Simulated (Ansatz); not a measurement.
The same path of AlFH4N2 + H2 (10 atoms, charge 0, multiplicity 1) was run twice with different band settings. Lost on the way: H9–H10. Made: Al1–H9, F2–H10.

Method: RKS B3LYP-D4/6-31G* in Ansatz.

Relaxed end points:

```xyz
10
Properties=species:S:1:pos:R:3
Al 0.022 -0.225 -0.191
F 0.033 -0.152 1.470
N 1.575 -0.210 -1.043
H 1.692 -0.247 -2.046
H 2.473 -0.147 -0.583
N -1.542 -0.328 -1.017
H -2.434 -0.355 -0.541
H -1.674 -0.352 -2.019
H -0.002 2.919 1.613
H 0.004 2.180 1.698
```

```xyz
10
Properties=species:S:1:pos:R:3
Al 0.017 0.615 -0.314
F 0.009 0.186 1.776
N 1.573 -0.039 -0.897
H 1.681 -0.837 -1.509
H 2.478 0.356 -0.678
N -1.533 -0.022 -0.934
H -1.653 -0.871 -1.470
H -2.422 0.451 -0.828
H 0.000 2.105 0.333
H -0.005 1.140 1.863
```

Common settings: movable images 5; climbing image yes; spring 5.0 eV/Å²; optimiser quadratic models (default); force threshold 0.05 eV/Å; iteration limit 60; end points relaxed.

| run | start path |
| --- | --- |
| 1 | through a guess of the saddle point |
| 2 | straight line |

(1) What does each run give, and how far can it be trusted?

Results:

(1) Run 1: converged after 34 iterations, highest image 1.708 eV above the first end. Beside the main top the profile has a ripple of under 15 meV (maxima at images 2, 5), which may be a very shallow well or noise. Neighbouring images differ by up to 1.6 eV, so the band resolves the path poorly. A vibrational analysis at the climbing image gives one clearly imaginary mode, 250i cm⁻¹: a first-order saddle point.
Run 2: converged after 31 iterations, highest image 1.708 eV above the first end. Beside the main top the profile has a ripple of under 15 meV (maxima at images 2, 5), which may be a very shallow well or noise. Neighbouring images differ by up to 1.6 eV, so the band resolves the path poorly. Another band between the same ends (5 images) ends at a top of the same energy, where a vibrational analysis finds 1 clearly imaginary mode.
The orbitals stay closed-shell, which can raise the energy where a bond breaks towards radicals; this wasn't checked here.
